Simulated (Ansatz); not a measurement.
Computed with Ansatz on PBE0-D4/def2-TZVP structures; ΔE is electronic, products minus reactants. CBS: MP2 limit from def2 TZ/QZ plus the TZ coupled-cluster correction, frozen cores. This one scheme is used for every species, atoms too. For atomizations the MP2-based limit and the directly extrapolated one differ by several kJ/mol either way, and by 10 to 25 for some Ge, Se and Sn compounds, so smaller differences from it don't rank the levels. Functionals use def2-TZVPP. B3LYP here is the variant with VWN-RPA as its local correlation; programs differ in this. HSE06 is defined as in plane-wave codes. No spin–orbit coupling; open shells (•) take unrestricted orbitals. Spin–orbit coupling would lower the free atoms: a little for Al, C. Each species was taken in one conformer, which may not be the lowest.

Consider the atomization: `C[CH2][AlH][CH]=N` → Al• + 3 C• + 8 H• + N•.

`C[CH2][AlH][CH]=N`:

Cartesian coordinates in Å:
```
C 0.337 -1.747 0.034
C 1.073 -0.429 0.316
Al 0.417 1.054 -0.787
C -1.330 1.817 -0.230
N -1.943 1.434 0.824
H 0.703 -2.562 0.664
H 0.462 -2.069 -1.004
H -0.739 -1.662 0.213
H 2.146 -0.562 0.146
H 0.972 -0.175 1.378
H 1.177 1.594 -2.076
H -1.859 2.601 -0.791
H -1.414 0.706 1.314
```

```tsv
level	ΔE (kJ/mol)	difference from CCSD(T)/CBS
PBE-D4	4827.9	93.5
revPBE-D4	4722.2	-12.2
BLYP-D4	4740.8	6.4
r2SCAN-D4	4736.1	1.7
B97M-V	4756.6	22.2
PBE0-D4	4747.9	13.5
B3LYP-D4	4749.0	14.6
r2SCANh-D4	4709.6	-24.8
r2SCAN0-D4	4671.6	-62.8
HSE06-D4	4751.3	16.9
BHLYP-D4	4616.9	-117.5
CAM-B3LYP-D4	4760.8	26.4
ωB97X-V	4749.5	15.1
ωB97M-V	4753.8	19.4
B2PLYP	4692.0	-42.4
PBE-QIDH	4701.2	-33.2
PBE	4804.5	70.1
revPBE	4651.1	-83.3
BLYP	4690.1	-44.3
r2SCAN	4730.0	-4.4
PBE0	4728.0	-6.4
B3LYP	4711.6	-22.8
r2SCANh	4703.1	-31.3
HSE06	4732.8	-1.6
BHLYP	4588.4	-146.0
CAM-B3LYP	4740.6	6.2
LC-ωPBE	4723.6	-10.8
HF/def2-SVP	3483.7	-1250.7
CCSD/def2-SVP	4455.2	-279.2
CCSD(T)/def2-SVP	4503.6	-230.8
HF/def2-TZVPP	3440.4	-1294.0
MP2/def2-TZVPP	4661.4	-73.0
SCS-MP2/def2-TZVPP	4664.8	-69.6
CCSD/def2-TZVPP	4547.5	-186.9
CCSD(T)/def2-TZVPP	4615.7	-118.7
MP2/def2-QZVPP	4731.8	-2.6
SCS-MP2/def2-QZVPP	4745.3	10.9
HF/CBS(def2)	3448.1	-1286.3
MP2/CBS(def2)	4780.1	45.7
CCSD/CBS(def2)	4666.2	-68.2
CCSD(T)/CBS	4734.4	0
```

Largest T1 diagnostic among the species: 0.018.

At CCSD(T), def2-SVP lies −230.8 kJ/mol from the extrapolated value and def2-TZVPP −118.7 kJ/mol: correlation converges slowly with the basis, and small sets miss more of it in the bonded molecule than in its fragments. From r2SCAN to r2SCAN0 (25 % exact exchange), in def2-TZVPP and without D4, ΔE moves by −65.4 kJ/mol: exact exchange takes away binding that semilocal exchange gives to molecules. The D4 term adds +37.4 kJ/mol with B3LYP and +19.9 kJ/mol with PBE0; it sums over pairs of atoms, weighted by their polarisabilities, and B3LYP, whose exchange is more repulsive, gets the larger term.
